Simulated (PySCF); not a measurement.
# Correlation energy of B (boron, neutral)

[He] 2s1 2p1 3s1, high-spin 4P determinant (an excited configuration). Calculation: PySCF 2.14, in aug-cc-pVQZ with one added diffuse shell each of s, p, d, f, g type (7s6p5d4f3g, 105 functions); the non-relativistic Hamiltonian (point nucleus). Frozen: 1s2; 3 electrons correlated.

MP2 pair energies summed by pair of shells (mhartree):

```csv
pair,energy,share (%)
2s-2p,-3.27,55.8
2p-3s,-1.33,22.6
2s-3s,-1.26,21.5
```

Total MP2 correlation energy: -5.86 mhartree.

Same-spin part -5.86 and opposite-spin part 0.00 mhartree; SCS-MP2 scales them by 1/3 and 6/5 to -1.95 mhartree.
